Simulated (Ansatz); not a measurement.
Coupled-cluster diagnostics for the cluster Si₃Sn⁻, Ansatz.

Geometry of the doublet (r2SCAN-D4/def2-SVPD):

Cartesian coordinates in Å:
```
Si 0.470 1.050 -0.329
Si -1.803 0.996 0.060
Si -0.621 -0.966 0.334
Sn 1.955 -1.080 -0.065
```

In the def2 sets Sn takes a core potential; there is no spin–orbit coupling. Correlated methods freeze 19 core orbitals; core or outer-core shells of Sn are correlated, in sets that lack core-valence functions. The structure comes from a short search, and lower isomers may exist.

(1) Estimate the CCSD(T) correlation energy, the shares of MP2 and (T), T1 and the reference's ⟨S²⟩ for: charge -1, doublet, own geometry in def2-TZVPPD; charge 0, singlet, vertical in def2-TZVPPD; and the rough time on 4 threads of Arm Neoverse N1 on a shared host.

Results:

(1) 
```json
{"state": "charge -1, doublet, own geometry", "basis": "def2-TZVPPD", "correlation (eV)": "-18.968", "MP2 share (%)": "93.6", "(T) share (%)": "6.5", "T1": "0.027", "⟨S²⟩ (pure)": "0.89 (0.75)", "wall time": "13 min", "remarks": "spin-contaminated (⟨S²⟩ 0.89)"}
{"state": "charge 0, singlet, vertical", "basis": "def2-TZVPPD", "correlation (eV)": "-18.594", "MP2 share (%)": "94.4", "(T) share (%)": "6.6", "T1": "0.018", "⟨S²⟩ (pure)": "0.00 (0.00)", "wall time": "65 s", "remarks": "restricted SCF unstable"}
```
Customary marks for T1 are 0.02 (closed shells), 0.045 (open shells) and about 0.05 (3d metals). T1 exceeds 0.02 in 1 of 2 rows and 0.045 in 0; the higher it lies, the less the single-reference result can be trusted.
